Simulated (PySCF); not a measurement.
C2H6Cl2Si. Atoms are numbered in the order given.

```xyz
11

C      0.0000     1.5681     1.3463
Si     0.0000     0.0000     0.3375
C      0.0000    -1.5681     1.3463
Cl     1.6807     0.0000    -0.8886
Cl    -1.6807     0.0000    -0.8886
H     -0.8952     1.6105     1.9877
H      0.0000     2.4515     0.6898
H      0.8952     1.6105     1.9877
H      0.0000    -2.4515     0.6898
H     -0.8952    -1.6105     1.9877
H      0.8952    -1.6105     1.9877
```
Charge 0, spin multiplicity 1.

Coordinates come from a TPSSh-D3(BJ)/def2-SVP optimisation. The isomer is the one that the SMILES or the coordinates give; other isomers of the formula were not compared.

Level of theory: PySCF with M06-2X/def2-TZVP.

Gas-phase values at a fixed geometry.

```yaml
total_energy: -1289.83288 hartree
point_group: C2v
highest_occupied_level: -9.88 eV
lowest_empty_level: 1.47 eV
orbital_gap: 11.34 eV
dipole_moment: 2.50 D
quadrupole, principal values (traceless, Buckingham form, about the centre of nuclear charge): -4.56, 1.51, 3.05 D·Å
mean_static_polarisability: 71.2 bohr³ (10.55 Å³)
polarisability_principal_values: 68.1, 70.8, 74.7 bohr³
```
